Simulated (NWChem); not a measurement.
System: C2H7Bi; SMILES [CH2]([BiH2])C

```xyz
10

Bi     0.0031    -0.4720     0.0000
H     -1.2285    -0.1542    -1.2736
H     -1.2285    -0.1542     1.2736
C      0.6906     1.7138     0.0000
C     -0.4160     2.7498     0.0000
H      1.3394     1.8068    -0.8856
H      1.3394     1.8068     0.8856
H     -1.0625     2.6560     0.8863
H     -1.0625     2.6560    -0.8863
H     -0.0034     3.7744     0.0000
```
Atoms are numbered in this order, from 1.

Computed with NWChem. Medium grid unless said otherwise, to which SCAN and Minnesota functionals are sensitive. Coordinates come from a PBE0/def2-SVP optimisation. def2 effective core potentials on Bi; no spin-orbit coupling. Hybrids' shares of exact exchange are those that their runs print; pure functionals count as 0. The functionals differ in more than this share.

```csv
row,share of exact exchange,orbital gap (eV)
PBE/def2-SVP,0.00,5.13
"LDA (Slater exchange, VWN5)/def2-SVP",0.00,5.08
B3LYP/def2-SVP,0.20,6.46
MPW1K/def2-SVP,0.43,withheld
M06-2X/def2-SVP,0.54,8.78
```

**Question.** Fit a straight line of the last column on the one before it, predict the withheld value, and compare with the run.

**Answer.** 
1. Means of the 4 shown rows: x = 0.185, y = 6.363. Slope Σ(x − x̄)(y − ȳ)/Σ(x − x̄)² = 1.325/0.1947 = 6.805; intercept 5.104.
2. The shown rows scatter about the line by 0.018 (root mean square); the largest residual is +0.03, at PBE/def2-SVP.
3. At x = 0.43 (MPW1K/def2-SVP; inside the shown range) the line gives 8.03.
4. The run gives 8.19, +0.16 from the line.
